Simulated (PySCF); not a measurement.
C₂H₇BGe, B₂GeH₄N, B₂GeH₃N, CH₃BClGe and others (calculated)

All values are calculated (PySCF 2.14.0). Calculation on a computer-drawn molecule: the log of a Hartree-Fock and frozen-core CCSD(T) single point meant for a local Hartree-Fock minimum, with one planted fault or none, to be diagnosed. Offsets are logged minus clean, where the clean run is the same molecule without the fault. The reference is restricted for singlets and unrestricted otherwise, and also for a bond in bohr or an excited solution. Adding or removing an electron swaps singlet and doublet. The excited solution moves the top pair (singlet) or top alpha electron (doublet) to the lowest empty orbital. Highest occupied and lowest empty are orbital energies over both spins, largest force is the largest gradient component, triples share is (T) over the correlation energy, the T1 limit is 0.02 restricted and 0.045 unrestricted, electrons count all cores, a negative frequency is imaginary (commonest isotopes), and the dipole is about the centre of nuclear charge; on germanium a core potential holds 10 electrons, which the energies leave out, and 3d is frozen in MP2 and coupled-cluster steps.

Common to all runs: meant basis and core potential on germanium cc-pVDZ-PP ECP10MDF; logged SCF converged yes; logged CC converged yes; logged SCF stable within its kind yes; possible faults no fault, one electron removed, one electron added, multiplicity raised by two, geometry at a saddle point, SCF held on an excited solution, minimal basis STO-3G, one bond length entered in bohr, all coordinates scaled.

(1) C₂H₇BGe

Logged structure:
```xyz
11
C2H7BGe
B     -1.9448    -2.6548     0.0808
C     -1.7723    -1.5869    -0.7837
C     -0.5741    -0.7347    -1.1440
Ge     1.1527    -1.5787    -0.7188
H     -2.1692    -3.5634     0.7930
H     -2.7138    -1.3132    -1.2698
H     -0.5754    -0.5123    -2.2145
H     -0.6224     0.2314    -0.6326
H      1.0512    -2.2689     0.6533
H      2.2807    -0.5400    -0.6643
H      1.5065    -2.6422    -1.7648
```

| Item | Value |
| --- | --- |
| meant charge | 0 |
| meant multiplicity | 1 |
| meant basis | cc-pVDZ |
| logged electrons | 56 |
| logged basis functions | 100 |
| logged spin squared | 0 |
| logged highest occupied | -8.6378 eV |
| logged lowest empty | 2.3522 eV |
| logged largest force | 4.409e-06 hartree/bohr |
| logged lowest frequency | 98.992 cm⁻¹ |
| logged T1 diagnostic | 0.011583 |
| logged D1 diagnostic | 0.031585 |
| logged triples share | 0.031727 |
| logged dipole magnitude | 0.64206 debye |
| logged energy HF | -397.79092 hartree |
| logged energy CCSD(T) | -398.31878 hartree |
| planted fault | no fault |
| HF energy offset from clean run | 0 kcal/mol |
| CCSD(T) energy offset from clean run | 0 kcal/mol |

Drawn bonds:
```tsv
atom	other atom	order
1	2	2
2	3	1
3	4	1
1	5	1
2	6	1
3	7	1
3	8	1
4	9	1
4	10	1
4	11	1
```

(2) C₂H₇BGe

Logged structure:
```xyz
11
C2H7BGe
B     -1.9759    -2.6973     0.0821
C     -1.8007    -1.6123    -0.7962
C     -0.5833    -0.7464    -1.1623
Ge     1.1712    -1.6039    -0.7303
H     -2.2039    -3.6205     0.8056
H     -2.7573    -1.3342    -1.2901
H     -0.5846    -0.5205    -2.2499
H     -0.6324     0.2351    -0.6427
H      1.0680    -2.3052     0.6638
H      2.3172    -0.5486    -0.6750
H      1.5306    -2.6844    -1.7930
```

| Item | Value |
| --- | --- |
| meant charge | 0 |
| meant multiplicity | 1 |
| meant basis | cc-pVDZ |
| logged electrons | 56 |
| logged basis functions | 100 |
| logged spin squared | 0 |
| logged highest occupied | -8.5762 eV |
| logged lowest empty | 2.2755 eV |
| logged largest force | 0.011602 hartree/bohr |
| logged T1 diagnostic | 0.011826 |
| logged D1 diagnostic | 0.031763 |
| logged triples share | 0.032485 |
| logged dipole magnitude | 0.63561 debye |
| logged energy HF | -397.78836 hartree |
| logged energy CCSD(T) | -398.31957 hartree |
| planted fault | all coordinates scaled, by +1.6 % |
| HF energy offset from clean run | 1.607 kcal/mol |
| CCSD(T) energy offset from clean run | -0.4937 kcal/mol |

Drawn bonds:
```tsv
atom	other atom	order
1	2	2
2	3	1
3	4	1
1	5	1
2	6	1
3	7	1
3	8	1
4	9	1
4	10	1
4	11	1
```

(3) B₂GeH₄N

Logged structure:
```xyz
8
B2GeH4N
B     -0.4099     0.3152    -2.3578
N      0.2534     0.6898    -1.3552
B      1.0930     1.1711    -0.3906
Ge     0.4614     0.7735     1.6170
H     -1.0425    -0.0423    -3.2734
H      2.1117     1.7718    -0.5142
H     -0.4594     1.6747     2.4302
H      0.8097    -0.4841     2.4034
```

| Quantity | Value |
| --- | --- |
| meant charge | 1 |
| meant multiplicity | 1 |
| meant basis | cc-pVDZ |
| logged electrons | 52 |
| logged basis functions | 85 |
| logged spin squared | 0 |
| logged highest occupied | -15.162 eV |
| logged lowest empty | -5.2244 eV |
| logged largest force | 4.15e-05 hartree/bohr |
| logged lowest frequency | 99.836 cm⁻¹ |
| logged T1 diagnostic | 0.015572 |
| logged D1 diagnostic | 0.039829 |
| logged triples share | 0.034659 |
| logged dipole magnitude | 1.2786 debye |
| logged energy HF | -399.29096 hartree |
| logged energy CCSD(T) | -399.72578 hartree |
| planted fault | no fault |
| HF energy offset from clean run | 0 kcal/mol |
| CCSD(T) energy offset from clean run | 0 kcal/mol |

Drawn bonds:
```tsv
atom	other atom	order
1	2	2
2	3	1
3	4	1
1	5	1
3	6	1
4	7	1
4	8	1
```

(4) B₂GeH₄N

Structure as in entry 3.

| Property | Result |
| --- | --- |
| meant charge | 1 |
| meant multiplicity | 1 |
| meant basis | cc-pVDZ |
| logged electrons | 51 |
| logged basis functions | 85 |
| logged spin squared | 0.7724 |
| logged highest occupied | -22.282 eV |
| logged lowest empty | -12.449 eV |
| logged largest force | 0.077827 hartree/bohr |
| logged T1 diagnostic | 0.045696 |
| logged D1 diagnostic | 0.24265 |
| logged triples share | 0.033088 |
| logged dipole magnitude | 7.1467 debye |
| logged energy HF | -398.78346 hartree |
| logged energy CCSD(T) | -399.18264 hartree |
| planted fault | one electron removed |
| HF energy offset from clean run | 318.5 kcal/mol |
| CCSD(T) energy offset from clean run | 340.8 kcal/mol |

Drawn bonds:
```tsv
atom	other atom	order
1	2	2
2	3	1
3	4	1
1	5	1
3	6	1
4	7	1
4	8	1
```

Notes: T1 above single-reference limit.

(5) B₂GeH₃N

Logged structure:
```xyz
7
B2GeH3N
B      0.1489    -0.2461    -0.8956
N      1.0873    -0.6196    -0.1714
B      2.1597    -1.0057     0.6602
Ge     3.4430     0.4775     1.4677
H     -0.7360     0.1015    -1.5793
H      2.3473    -2.1795     0.8661
H      2.5876     0.5773     2.8010
```

| Quantity | Value |
| --- | --- |
| meant charge | 0 |
| meant multiplicity | 1 |
| meant basis | cc-pVDZ |
| logged electrons | 53 |
| logged basis functions | 80 |
| logged spin squared | 0.7635 |
| logged highest occupied | -0.82742 eV |
| logged lowest empty | 6.5134 eV |
| logged largest force | 0.024613 hartree/bohr |
| logged T1 diagnostic | 0.023379 |
| logged D1 diagnostic | 0.084419 |
| logged triples share | 0.03862 |
| logged dipole magnitude | 4.8476 debye |
| logged energy HF | -398.9401 hartree |
| logged energy CCSD(T) | -399.40357 hartree |
| planted fault | one electron added |
| HF energy offset from clean run | -1.312 kcal/mol |
| CCSD(T) energy offset from clean run | -11.85 kcal/mol |

Drawn bonds:
```tsv
atom	other atom	order
1	2	2
2	3	1
3	4	1
1	5	1
3	6	1
4	7	1
```

(6) CH₃BClGe

Logged structure:
```xyz
7
CH3BClGe
B     -0.2225     0.5152    -2.2477
C      0.3826     1.3468    -1.1469
Ge     0.9418     0.5761     0.5500
Cl     1.8204     1.8964     2.0998
H     -0.7229    -0.2029    -3.1451
H      0.5335     2.4916    -1.2855
H      0.8358    -0.9734     0.9767
```

| Item | Value |
| --- | --- |
| meant charge | 1 |
| meant multiplicity | 1 |
| meant basis | cc-pV(D+d)Z |
| logged electrons | 62 |
| logged basis functions | 89 |
| logged spin squared | 0 |
| logged highest occupied | -14.987 eV |
| logged lowest empty | -4.9248 eV |
| logged largest force | 0.045111 hartree/bohr |
| logged T1 diagnostic | 0.017318 |
| logged D1 diagnostic | 0.049028 |
| logged triples share | 0.038291 |
| logged dipole magnitude | 7.197 debye |
| logged energy HF | -816.87666 hartree |
| logged energy CCSD(T) | -817.35621 hartree |
| planted fault | all coordinates scaled, by +6.9 % |
| HF energy offset from clean run | 19.76 kcal/mol |
| CCSD(T) energy offset from clean run | 12.21 kcal/mol |

Drawn bonds:
```tsv
atom	other atom	order
1	2	2
2	3	1
3	4	1
1	5	1
2	6	1
3	7	1
```

(7) CH₆AlBGe

Logged structure:
```xyz
10
CH6AlBGe
B      0.0116    -1.8748    -3.0755
C     -0.1349    -1.1739    -1.7560
Ge     0.9646     0.6527    -1.4998
Al    -0.7748     2.6828    -0.8940
H      0.1899    -2.4196    -4.2252
H     -0.8101    -1.5301    -0.8521
H      1.8038     0.9389    -2.9311
H      2.1317     0.4235    -0.3069
H     -0.8510     4.1332    -1.8318
H     -1.8624     2.4991     0.4383
```

| Quantity | Value |
| --- | --- |
| meant charge | 0 |
| meant multiplicity | 1 |
| meant basis | cc-pV(D+d)Z |
| logged electrons | 62 |
| logged basis functions | 104 |
| logged spin squared | 0 |
| logged highest occupied | -8.2402 eV |
| logged lowest empty | 0.56114 eV |
| logged largest force | 0.04781 hartree/bohr |
| logged T1 diagnostic | 0.016418 |
| logged D1 diagnostic | 0.045222 |
| logged triples share | 0.037813 |
| logged dipole magnitude | 0.81207 debye |
| logged energy HF | -601.2093 hartree |
| logged energy CCSD(T) | -601.66674 hartree |
| planted fault | all coordinates scaled, by +9.2 % |
| HF energy offset from clean run | 38.18 kcal/mol |
| CCSD(T) energy offset from clean run | 28.46 kcal/mol |

Drawn bonds:
```tsv
atom	other atom	order
1	2	2
2	3	1
3	4	1
1	5	1
2	6	1
3	7	1
3	8	1
4	9	1
4	10	1
```

(8) C₂H₆BGe

Logged structure:
```xyz
10
C2H6BGe
B     -3.5103    -0.4352     0.7192
C     -2.3797     0.2987     0.9930
Ge    -0.8103     0.0319    -0.1248
C      0.6899    -0.5833     0.9379
H     -4.4458    -1.0903     0.4369
H     -2.2963     1.0220     1.7969
H     -1.1544    -1.0007    -1.2130
H     -0.4110     1.3409    -0.8215
H      1.7188    -0.3499     0.6790
H      0.5516    -1.2267     1.8019
```

| Property | Result |
| --- | --- |
| meant charge | 0 |
| meant multiplicity | 2 |
| meant basis | cc-pVDZ |
| logged electrons | 54 |
| logged basis functions | 95 |
| logged spin squared | 0 |
| logged highest occupied | -13.548 eV |
| logged lowest empty | -6.4446 eV |
| logged largest force | 0.059496 hartree/bohr |
| logged T1 diagnostic | 0.037882 |
| logged D1 diagnostic | 0.16228 |
| logged triples share | 0.034691 |
| logged dipole magnitude | 5.2236 debye |
| logged energy HF | -396.88439 hartree |
| logged energy CCSD(T) | -397.35991 hartree |
| planted fault | one electron removed |
| HF energy offset from clean run | 189.8 kcal/mol |
| CCSD(T) energy offset from clean run | 199.3 kcal/mol |

Drawn bonds:
```tsv
atom	other atom	order
1	2	2
2	3	1
3	4	1
1	5	1
2	6	1
3	7	1
3	8	1
4	9	1
4	10	1
```

Notes: T1 above single-reference limit.
